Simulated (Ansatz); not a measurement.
CH4OSSi can be A, `SC1O[SiH2]1`, or B, `C1O[SiH2]S1`.

Program: Ansatz. Geometries: PBE0-D4/def2-TZVP. ΔE: electronic, gas phase. CCSD(T)/CBS is the MP2 limit (def2-TZVPP, def2-QZVPP) plus CCSD(T) − MP2 in def2-TZVPP, frozen cores. Functionals use def2-TZVPP. B3LYP here is the variant with VWN-RPA as its local correlation; programs differ in this. Each species was taken in one conformer, which may not be the lowest.

A:

Z-matrix (Å, degrees):
```
C
O 1 1.471
Si 1 1.812 2 59.7
S 1 1.769 2 117.1 3 -111.5
H 1 1.087 2 111.5 3 114.4
H 3 1.476 1 121.2 2 -101.5
H 3 1.478 1 121.6 2 100.3
H 4 1.347 1 97.7 2 -76.1
```

B:

```xyz
8

C     0.367    1.030   -0.455
O    -0.050   -0.209   -1.007
Si   -0.364   -1.025    0.409
S     0.234    0.766    1.381
H    -0.296    1.839   -0.766
H     1.399    1.252   -0.728
H    -1.784   -1.432    0.558
H     0.493   -2.220    0.608
```

Problem. Which is lower in electronic energy at CCSD(T)/CBS, and by how much? (An estimate is asked.)

Solution. The calculation gave: B, by 161.2 kJ/mol.

Problem. Give E(B) − E(A) in kJ/mol with PBE0-D4, ωB97M-V, LDA (SPW92), HF/def2-TZVPP, B3LYP, BLYP-D4, B2PLYP. (An estimate is asked.)

Solution. Ansatz gave: PBE0-D4 -160.2, ωB97M-V -159.6, LDA (SPW92) -145.9, HF/def2-TZVPP -183.2, B3LYP -152.7, BLYP-D4 -142.1, B2PLYP -157.0. None reverses the order clearly.

Problem. Does the order hold for the free energy at 298.15 K (harmonic terms from PBE0-D4)? (Estimate.)

Solution. The calculation gave: Yes: G(B) − G(A) = -148.9 kJ/mol, for one conformer each.

Largest T1 diagnostic: 0.015.

From r2SCAN to r2SCAN0 (25 % exact exchange), in def2-TZVPP and without D4, E(B) − E(A) moves by −10.6 kJ/mol. Leaving LDA and LC-ωPBE aside and taking each functional with its dispersion term where it has one, the values, not all of them listed here, spread over 27.6 kJ/mol, from BHLYP-D4 to BLYP-D4.
